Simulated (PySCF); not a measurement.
Compound: C6H3N3.
Atom-mapped SMILES: `[CH2:1]=[N:2][C@@:3]1([C:4]#[N:5])[CH:6]=[C:7]1[C:8]#[N:9]` (hydrogens: H10, H11 on C1; H12 on C6)

The geometry is computed with GFN2-xTB (gas phase).

Task: What internal coordinates does the optimisation give?

Result: 
```json
{"bond": "C1=N2", "length (bohr)": "2.374", "order": "double"}
{"bond": "N2–C3", "length (bohr)": "2.663", "order": "single"}
{"bond": "C3–C4", "length (bohr)": "2.708", "order": "single"}
{"bond": "C4≡N5", "length (bohr)": "2.164", "order": "triple"}
{"bond": "C3–C6", "length (bohr)": "2.853", "order": "single"}
{"bond": "C6=C7", "length (bohr)": "2.463", "order": "double"}
{"bond": "C7–C8", "length (bohr)": "2.599", "order": "single"}
{"bond": "C8≡N9", "length (bohr)": "2.170", "order": "triple"}
{"bond": "C3–C7", "length (bohr)": "2.917", "order": "single"}
{"bond": "C1–H10", "length (bohr)": "2.064", "order": "single"}
{"bond": "C1–H11", "length (bohr)": "2.040", "order": "single"}
{"bond": "C6–H12", "length (bohr)": "2.005", "order": "single"}
```

Orders are formal, as drawn. A selection of angles:
```json
{"angle": "C1–N2–C3", "degrees": "122.8"}
{"angle": "N2–C3–C4", "degrees": "120.3"}
{"angle": "N2–C3–C6", "degrees": "116.7"}
{"angle": "N2–C3–C7", "degrees": "115.4"}
{"angle": "C4–C3–C6", "degrees": "117.9"}
{"angle": "C4–C3–C7", "degrees": "116.9"}
{"angle": "C6–C3–C7", "degrees": "50.5"}
{"angle": "C3–C4–N5", "degrees": "178.0"}
{"angle": "C3–C6–C7", "degrees": "66.1"}
{"angle": "C6–C7–C8", "degrees": "155.2"}
{"angle": "C3–C7–C6", "degrees": "63.4"}
{"angle": "C3–C7–C8", "degrees": "141.4"}
{"angle": "C7–C8–N9", "degrees": "178.8"}
```

Dihedral angles: C1–N2–C3–C4 -1° (synperiplanar); N2–C3–C6–C7 102° (anticlinal); C3–C6–C7–C8 -179° (antiperiplanar); N2–C3–C7–C6 -105° (anticlinal).

The 3-membered ring C3–C6–C7 has internal angles of 50.5° to 66.1°. Of the pairs four or more bonds apart, C4···H10 is among the closest relative to their van der Waals radii: 2.54 Å, 88 % of the sum of Bondi's values. The C–N distances run from 1.145 Å (C4≡N5, drawn triple) to 1.409 Å (N2–C3, drawn single), a spread of 0.264 Å. The C–C distances run from 1.304 Å (C6=C7, drawn double) to 1.544 Å (C3–C7, drawn single), a spread of 0.240 Å.

Point group: C1 (no symmetry element, even within 0.4 Å). Not checked by GFN2-xTB frequencies. One conformer, not necessarily the lowest.
